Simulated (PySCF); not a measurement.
## Spinor energies of Os²⁺ (osmium, charge +2)

Start: [Xe] 4f14 5d6; 5d3/2 filled at m_j = +3/2; 5d5/2 filled at m_j = -3/2, -1/2, +1/2, +3/2, +5/2. Calculated with PySCF 2.14 in x2c-TZVPall-2c (11s11p10d2f, 108 functions): generalised Hartree-Fock with the X2C-1e Hamiltonian and a Gaussian nucleus; spin-orbit coupling (SO) screened by Boettger's factors. This is a chosen level, not necessarily the ground level.

```
spinor shell  electrons  ε, screened SO (eV)  weight of nominal j (screened SO)  rms radius, screened SO (bohr)
       1s1/2          2             -74271.5                              1.000                          0.0201
       2s1/2          2             -13091.6                              1.000                          0.0809
       2p1/2          2             -12512.6                              1.000                          0.0687
       2p3/2          4             -10975.6                              1.000                          0.0764
       3s1/2          2              -3123.6                              1.000                           0.207
       3p1/2          2              -2865.3                              1.000                           0.198
       3p3/2          4              -2524.7                              1.000                           0.214
       3d3/2          4              -2097.0                              1.000                           0.188
       3d5/2          6              -2023.6                              1.000                           0.193
       4s1/2          2              -706.35                              1.000                           0.459
       4p1/2          2              -596.83                              1.000                           0.466
       4p3/2          4              -515.77                              1.000                           0.499
       4d3/2          4              -335.71                              0.999                           0.519
       4d5/2          6              -319.99                              1.000                           0.531
       5s1/2          2              -124.65                              1.000                            1.08
       5p1/2          2              -89.837                              0.677                            1.06
       4f5/2          6              -89.442                              0.891                           0.690
       4f7/2          8              -86.452                              0.991                           0.611
       5p3/2          4              -74.688                              0.978                            1.28
       5d5/2          5              -29.804                              0.483                            1.80
       5d3/2          1              -26.437                              0.653                            1.86
```

```csv
quantity,screened SO
E (hartree),-17262.91325
M_J,4
⟨J²⟩,20.058
⟨L²⟩,6.685
⟨S²⟩,5.822
```

Each row is a mean over spinors that exchange with the open shell spreads, by up to 7.800 eV (5p3/2).

Rows whose weight is well below 1 are mixtures of j = l ± 1/2: exchange outweighs spin-orbit coupling there, and the label is only the starting occupation.

⟨J²⟩ departs a little from M_J(M_J + 1) because the unrestricted spinors polarise the closed shells.

Breit and QED terms are absent; they matter most for the inner s and p1/2 levels.

Densities and radii are taken from the X2C orbitals without a picture-change correction, which distorts them close to the nucleus.
